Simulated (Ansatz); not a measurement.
The molecule ScF, closed-shell singlet (the spin of the measured ground state). No spin–orbit coupling. Sc is treated without relativity.

```json
[
 {"level": "B3LYP/def2-TZVPP", "bond energy D_e (eV)": "6.054"},
 {"level": "PBE0/def2-TZVPP", "bond energy D_e (eV)": "5.968"},
 {"level": "BHLYP/def2-TZVPP", "bond energy D_e (eV)": "5.423"},
 {"level": "CAM-B3LYP/def2-TZVPP", "bond energy D_e (eV)": "6.107"},
 {"level": "wB97X-V/def2-TZVPP", "bond energy D_e (eV)": "6.113"},
 {"level": "wB97M-V/def2-TZVPP", "bond energy D_e (eV)": "6.070"},
 {"level": "CCSD/def2-TZVPP", "bond energy D_e (eV)": "6.010"},
 {"level": "CCSD/def2-QZVPP", "bond energy D_e (eV)": "5.967"},
 {"level": "CCSD(T)/def2-TZVPP", "bond energy D_e (eV)": "6.242"},
 {"level": "CCSD(T)/def2-QZVPP", "bond energy D_e (eV)": "6.230"},
 {"level": "CCSD(T)/CBS(def2-TZVPP, def2-QZVPP)", "bond energy D_e (eV)": "6.238"}
]
```

The rows run from 5.423 (BHLYP/def2-TZVPP) to 6.242 eV (CCSD(T)/def2-TZVPP). From def2-TZVPP to def2-QZVPP CCSD(T) changes by -0.011. The 6 functionals in def2-TZVPP without D3 or D4 span 0.689, from BHLYP to wB97X-V.

D_e counts from the fitted minimum to each atom's lowest state at the same level, without counterpoise. The singlet is restricted.

Correlated levels freeze the inner cores; with def2 sets outer-core shells near the valence are correlated too. CBS: X⁻³ extrapolation of the correlation energy, Hartree–Fock from the larger set.

Doubts at one or more of the structures used: a restricted determinant that unrestricted orbitals would lower (CCSD/def2-TZVPP, CCSD/def2-QZVPP, CCSD(T)/def2-TZVPP, CCSD(T)/def2-QZVPP, CCSD(T)/CBS(def2-TZVPP, def2-QZVPP)).

Run with Ansatz (a quantum-chemistry and plane-wave program) with Gaussian orbitals.
